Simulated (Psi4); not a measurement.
Noncovalent pair: SiH4 (SMILES [SiH4]) (first 5 atoms) with CH4O (SMILES CO); geometry from B3LYP-D3(BJ)/def2-TZVP.
(charge 0, multiplicity 1):
```xyz
11

Si     0.0779     0.1102     0.2841
H     -1.1281    -0.5255     0.8619
H      0.3097     1.4322     0.9018
H     -0.1668     0.3089    -1.1675
H      1.2544    -0.7695     0.4425
C     -0.4786     0.5213     3.9292
O      0.4930    -0.2856     3.2741
H     -1.4774     0.3875     3.5011
H     -0.1763     1.5567     3.7821
H     -0.5184     0.3186     5.0040
H      0.2554    -1.2115     3.3870
```

These are SAPT0/jun-cc-pV(D+d)Z (Psi4) values and carry that method's errors.

Task: Give the four SAPT terms and the total, and say what mostly holds the pair together.

Result: electrostatics -4.27, exchange 5.41, induction -1.01, dispersion -1.96, total -1.83 kcal/mol; the largest attraction is electrostatics.
